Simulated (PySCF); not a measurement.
## Aluminium: a sound run and one with changed settings

Sound run: Al+ [Ne] 3s2, Al(2+) [Ne] 3s1. Calculation: PySCF 2.14, in cc-pVDZ-DK; the spin-free X2C one-electron Hamiltonian (Gaussian nucleus). The sound run starts from symmetry-adapted Hartree-Fock orbitals and uses a fine grid where one is needed.

A second run was set up differently.

| species | method | sound run (hartree) | changed run (hartree) | converged |
| --- | --- | --- | --- | --- |
| Al+ | UHF | -242.10361 | -242.10332 | no |
| Al+ | r2SCAN | -242.53932 | -241.50089 | no |
| Al+ | PBE | -242.44069 | -242.43901 | no |
| Al(2+) | UHF | -241.45776 | -241.45773 | no |
| Al(2+) | r2SCAN | -241.86182 | -241.86180 | no |
| Al(2+) | PBE | -241.74870 | -241.74855 | no |

**Question.** What was changed?
A. all electrons correlated in a valence basis
B. basis contracted for another Hamiltonian
C. angular grid far too coarse
D. level shift left on

**Answer.** D. It used initial guess 1e, at most 50 SCF cycles, level shift 10.0 hartree. A level shift slows the SCF but leaves a converged energy unchanged.
